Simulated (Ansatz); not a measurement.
Reaction (formal hydrolysis of a C–Br bond): `FC([SiH3])CBr` + H₂O → `OCC(F)[SiH3]` + HBr

Program: Ansatz. Geometries: PBE0-D4/def2-TZVP. ΔE: electronic, gas phase. CCSD(T)/CBS adds triple-zeta CCSD(T) − MP2 to the extrapolated MP2 energy (def2 sets, frozen cores). This one scheme is used for every species. Functionals use def2-TZVPP. B3LYP here is the variant with VWN-RPA as its local correlation; programs differ in this. For Br outer-core shells are correlated without core-valence functions, which leaves a few kJ/mol of doubt a bond. Scalar relativity is left out up to krypton. One conformer a species, not always the lowest.

`FC([SiH3])CBr`:

Cartesian coordinates in Å:
```
F 0.134 1.815 0.252
C -0.159 0.466 0.429
Si -1.061 -0.148 -1.141
C 1.101 -0.302 0.694
Br 1.943 0.193 2.381
H -0.832 0.389 1.291
H -1.478 -1.558 -0.925
H -0.137 -0.070 -2.300
H -2.251 0.705 -1.369
H 0.893 -1.369 0.763
H 1.848 -0.122 -0.077
```

H₂O:

Cartesian coordinates in Å:
```
O -0.381 -0.066 0.046
H 0.032 0.675 -0.402
H 0.348 -0.608 0.355
```

`OCC(F)[SiH3]`:

Cartesian coordinates in Å:
```
O 0.271 1.819 -0.331
C 0.802 0.618 -0.841
C -0.040 -0.584 -0.500
F -1.230 -0.515 -1.247
Si -0.516 -0.703 1.343
H -0.597 1.949 -0.725
H 1.792 0.496 -0.393
H 0.930 0.671 -1.932
H 0.485 -1.493 -0.820
H -1.508 0.340 1.696
H -1.105 -2.045 1.591
H 0.716 -0.552 2.161
```

HBr:

```xyz
2

Br   -0.479    0.503    0.148
H     0.479   -0.503   -0.148
```

Q: Is it downhill or uphill in electronic energy at CCSD(T)/CBS, and by how much? (An estimate is asked.)

A: The calculation gave: Uphill: ΔE = +7.1 kcal/mol.

Q: What do these levels give: PBE0-D4, B3LYP-D4, PBE, r2SCAN, CCSD/def2-TZVPP, SCS-MP2/def2-QZVPP? (Best estimate.)

A: The calculation gave: PBE0-D4 5.6, B3LYP-D4 5.2, PBE 5.3, r2SCAN 5.1, CCSD/def2-TZVPP 5.3, SCS-MP2/def2-QZVPP 7.4 kcal/mol.

Largest T1 diagnostic among the species: 0.012.

In def2-TZVPP, CCSD(T) changes the Hartree–Fock value by +2.8 kcal/mol (the triples alone add +0.5 kcal/mol) and MP2 by +4.9 kcal/mol. The D4 term adds +0.7 kcal/mol with B3LYP and +0.4 kcal/mol with PBE0; it sums over pairs of atoms, weighted by their polarisabilities, and B3LYP, whose exchange is more repulsive, gets the larger term.
